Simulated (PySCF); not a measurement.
C6H10O, charge -1, doublet, geometry from GFN2-xTB (a state made from the parent by changing its charge; the spin is typed, not shown lowest) (in this run its highest filled SCF level lies above zero, so its values depend strongly on the basis, on diffuse functions most of all); R2SCAN/STO-3G (PySCF).

PySCF was given this input:
```python
from pyscf import gto, scf, dft

mol = gto.Mole()
mol.atom = '''
    O     2.39776947    0.43521367    0.09774069
    C     1.10754478    0.20299544    0.06731539
    C     0.09634761    1.31715256    0.25994202
    C    -1.18468351    1.02011330   -0.52995696
    C    -1.76663174   -0.32341563   -0.10309212
    C    -0.74732093   -1.43850132   -0.31174654
    C     0.53338526   -1.13963547    0.47799032
    H    -0.19907437    1.45057853    1.32754437
    H     0.53070798    2.26509336   -0.07203351
    H    -1.93388380    1.81155179   -0.37736419
    H    -0.94856821    0.98444114   -1.59742373
    H    -2.68713438   -0.53706999   -0.66539485
    H    -2.03102262   -0.27618323    0.95900636
    H    -1.18467022   -2.40011957   -0.00356403
    H    -0.50536451   -1.50700903   -1.37629905
    H     1.27582020   -1.92352235    0.29972039
    H     0.26918539   -1.18172325    1.56117011
'''
mol.basis = 'sto-3g'
mol.charge = -1
mol.spin = 1
mol.verbose = 4
mol.build()

mf = dft.UKS(mol)
mf.xc = 'r2scan'
mf.kernel()
```

It wrote (shortened):

```
PySCF version 2.14.0

[INPUT] verbose = 4
[INPUT] num. atoms = 17
[INPUT] num. electrons = 55
[INPUT] charge = -1
[INPUT] spin (= nelec alpha-beta = 2S) = 1
[INPUT] symmetry False subgroup None
[INPUT] Mole.unit = angstrom
[INPUT] Symbol           X                Y                Z      unit          X                Y                Z       unit  Magmom
[INPUT]  1 O      2.397769470000   0.435213670000   0.097740690000 AA    4.531127608144   0.822434641967   0.184703135326 Bohr   0.0
[INPUT]  2 C      1.107544780000   0.202995440000   0.067315390000 AA    2.092956304892   0.383605786136   0.127207651068 Bohr   0.0
[INPUT]  3 C      0.096347610000   1.317152560000   0.259942020000 AA    0.182070595656   2.489057602670   0.491219226066 Bohr   0.0
[INPUT]  4 C     -1.184683510000   1.020113300000  -0.529956960000 AA   -2.238727378188   1.927734753026  -1.001473512207 Bohr   0.0
[INPUT]  5 C     -1.766631740000  -0.323415630000  -0.103092120000 AA   -3.338450151564  -0.611166965104  -0.194815872401 Bohr   0.0
[INPUT]  6 C     -0.747320930000  -1.438501320000  -0.311746540000 AA   -1.412231884855  -2.718373524625  -0.589115580881 Bohr   0.0
[INPUT]  7 C      0.533385260000  -1.139635470000   0.477990320000 AA    1.007952060280  -2.153598920140   0.903270794993 Bohr   0.0
[INPUT]  8 H     -0.199074370000   1.450578530000   1.327544370000 AA   -0.376196037720   2.741196143874   2.508695277508 Bohr   0.0
[INPUT]  9 H      0.530707980000   2.265093360000  -0.072033510000 AA    1.002892734321   4.280406096971  -0.136123605691 Bohr   0.0
[INPUT] 10 H     -1.933883800000   1.811551790000  -0.377364190000 AA   -3.654510738733   3.423336743566  -0.713114968318 Bohr   0.0
[INPUT] 11 H     -0.948568210000   0.984441140000  -1.597423730000 AA   -1.792534127369   1.860324140355  -3.018693354581 Bohr   0.0
[INPUT] 12 H     -2.687134380000  -0.537069990000  -0.665394850000 AA   -5.077948038103  -1.014915190823  -1.257414031196 Bohr   0.0
[INPUT] 13 H     -2.031022620000  -0.276183230000   0.959006360000 AA   -3.838076504597  -0.521910664898   1.812259372116 Bohr   0.0
[INPUT] 14 H     -1.184670220000  -2.400119570000  -0.003564030000 AA   -2.238702263728  -4.535568653509  -0.006735040600 Bohr   0.0
[INPUT] 15 H     -0.505364510000  -1.507009030000  -1.376299050000 AA   -0.955000516975  -2.847834333946  -2.600828269999 Bohr   0.0
[INPUT] 16 H      1.275820200000  -1.923522350000   0.299720390000 AA    2.410950762188  -3.634930435980   0.566389451048 Bohr   0.0
[INPUT] 17 H      0.269185390000  -1.181723250000   1.561170110000 AA    0.508686663834  -2.233133297531   2.950183941757 Bohr   0.0

nuclear repulsion = 307.382926456138
number of shells = 31
number of NR pGTOs = 135
number of NR cGTOs = 45
basis = sto-3g
ecp = {}

******** <class 'pyscf.dft.uks.UKS'> ********
method = UKS
initial guess = minao
damping factor = 0
level_shift factor = 0
DIIS = <class 'pyscf.scf.diis.CDIIS'>
diis_start_cycle = 1
diis_space = 8
diis_damp = 0
SCF conv_tol = 1e-09
SCF conv_tol_grad = None
SCF max_cycles = 50
direct_scf = True
direct_scf_tol = 1e-13
number electrons alpha = 28  beta = 27
XC library pyscf.dft.libxc version 7.1.2
    S. Lehtola, C. Steigemann, M. J. T. Oliveira, and M. A. L. Marques,  SoftwareX 7, 1–5 (2018)
XC functionals = r2scan
    J. W. Furness, A. D. Kaplan, J. Ning, J. P. Perdew, and J. Sun,  J. Phys. Chem. Lett. 11, 8208–8215 (2020)
    J. W. Furness, A. D. Kaplan, J. Ning, J. P. Perdew, and J. Sun,  J. Phys. Chem. Lett. 11, 9248–9248 (2020)
    J. W. Furness, A. D. Kaplan, J. Ning, J. P. Perdew, and J. Sun,  J. Phys. Chem. Lett. 11, 8208–8215 (2020)
    J. W. Furness, A. D. Kaplan, J. Ning, J. P. Perdew, and J. Sun,  J. Phys. Chem. Lett. 11, 9248–9248 (2020)
radial grids:
    Treutler-Ahlrichs [JCP 102, 346 (1995); DOI:10.1063/1.469408] (M4) radial grids

becke partition: Becke, JCP 88, 2547 (1988); DOI:10.1063/1.454033
pruning grids: <function nwchem_prune>
grids dens level: 3
symmetrized grids: False
atomic radii adjust function: <function treutler_atomic_radii_adjust>
small_rho_cutoff = 0
Set gradient conv threshold to 3.16228e-05
tot grids = 196872
init E= -306.363437157789

cycle= 1 E= -305.517468664855  delta_E= 0.846  |g|= 0.411  |ddm|= 3.75

cycle= 2 E= -300.862938129605  delta_E= 4.65  |g|= 1.74  |ddm|=    5
cycle= 3 E= -305.647677611781  delta_E= -4.78  |g|= 0.231  |ddm|= 4.87
cycle= 4 E= -305.681658255694  delta_E= -0.034  |g|= 0.0713  |ddm|= 0.342
cycle= 5 E= -305.686956062724  delta_E= -0.0053  |g|= 0.0166  |ddm|= 0.152
cycle= 6 E= -305.687161383417  delta_E= -0.000205  |g|= 0.00649  |ddm|= 0.0472
cycle= 7 E= -305.687198930079  delta_E= -3.75e-05  |g|= 0.00319  |ddm|= 0.0165
cycle= 8 E= -305.68720561646  delta_E= -6.69e-06  |g|= 0.000491  |ddm|= 0.00514
cycle= 9 E= -305.687205809518  delta_E= -1.93e-07  |g|= 0.000197  |ddm|= 0.00119
cycle= 10 E= -305.687205833265  delta_E= -2.37e-08  |g|= 5.78e-05  |ddm|= 0.000329
cycle= 11 E= -305.687205835705  delta_E= -2.44e-09  |g|= 1.35e-05  |ddm|= 0.000108
cycle= 12 E= -305.687205835874  delta_E= -1.69e-10  |g|= 4.65e-06  |ddm|= 3.17e-05
Extra cycle  E= -305.687205835888  delta_E= -1.35e-11  |g|= 3.93e-06  |ddm|= 1.4e-05
converged SCF energy = -305.687205835888  <S^2> = 0.75125598  2S+1 = 2.0012556
```
